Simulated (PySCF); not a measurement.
Bonding in `C=C1CC[C@H](C)C1`

C7H12.
SMILES with atom numbers: `[CH2:1]=[C:2]1[CH2:3][CH2:4][C@H:5]([CH3:6])[CH2:7]1` (hydrogens: H8, H9 on C1; H10, H11 on C3; H12, H13 on C4; H14 on C5; H15, H16, H17 on C6; H18, H19 on C7)

Geometry (GFN2-xTB, Å), atoms numbered from 1 in this order:
```
atom  x, y, z in Å
C1     2.5153   -0.9965    0.2852
C2     1.3592   -0.3824    0.1106
C3     1.1688    1.1073   -0.0084
C4    -0.3395    1.3114    0.1305
C5    -0.9377    0.0422   -0.4842
C6    -2.3885   -0.1963   -0.0932
C7     0.0171   -1.0552    0.0008
H8     3.4403   -0.4517    0.3713
H9     2.5847   -2.0694    0.3489
H10    1.5062    1.4368   -0.9952
H11    1.7432    1.6559    0.7379
H12   -0.6889    2.2180   -0.3623
H13   -0.6133    1.3674    1.1862
H14   -0.8692    0.1139   -1.5751
H15   -3.0162    0.6227   -0.4385
H16   -2.7560   -1.1203   -0.5347
H17   -2.4852   -0.2698    0.9885
H18    0.0435   -1.9180   -0.6649
H19   -0.2937   -1.4069    0.9890
```

Bond orders from the PBE0/pcSseg-1 density (PySCF). The structure is a single GFN2-xTB conformer in the gas phase; no vibrational or solvent corrections.

**Question.** How far do the computed orders between heavy atoms stray from the drawn ones?

**Answer.** The largest departure is 0.050, at C5–C6 (drawn single, 1.050).

**Question.** Give the Mayer order of every bond, beside its length.

**Answer.** 
```csv
bond,drawn as,length (Å),Mayer order
C1–C2,double,1.321,2.033
C2–C3,single,1.506,1.005
C3–C4,single,1.528,1.037
C4–C5,single,1.532,0.990
C5–C6,single,1.521,1.050
C5–C7,single,1.533,0.973
C7–C2,single,1.505,1.010
C1–H8,single,1.077,0.943
C1–H9,single,1.077,0.946
C3–H10,single,1.094,0.935
C3–H11,single,1.090,0.948
C4–H12,single,1.089,0.955
C4–H13,single,1.092,0.950
C5–H14,single,1.095,0.941
C6–H15,single,1.088,0.964
C6–H16,single,1.088,0.964
C6–H17,single,1.089,0.962
C7–H18,single,1.090,0.944
C7–H19,single,1.094,0.936
```

By pair of heavy elements: C–C: lowest C5–C7 (0.973, 1.533 Å), highest C1–C2 (2.033, 1.321 Å); in 4 of the 21 pairs the longer bond (by over 0.003 Å) has the higher order (by 0.02 or more).

**Question.** Sum the orders of all bonds at each heavy atom with more than one neighbour and set the sums beside the valence in the SMILES.

**Answer.** C1 3.922 (drawn 4), C2 4.048 (drawn 4), C3 3.925 (drawn 4), C4 3.932 (drawn 4), C5 3.954 (drawn 4), C6 3.940 (drawn 4), C7 3.863 (drawn 4). Orders between atoms that aren't bonded are not in these sums.

Mayer orders depend on the basis set.

The run behind these numbers computed NMR shieldings as well. Time: 24 s of wall time. Hardware: one thread, Arm Neoverse V2, on a shared host.
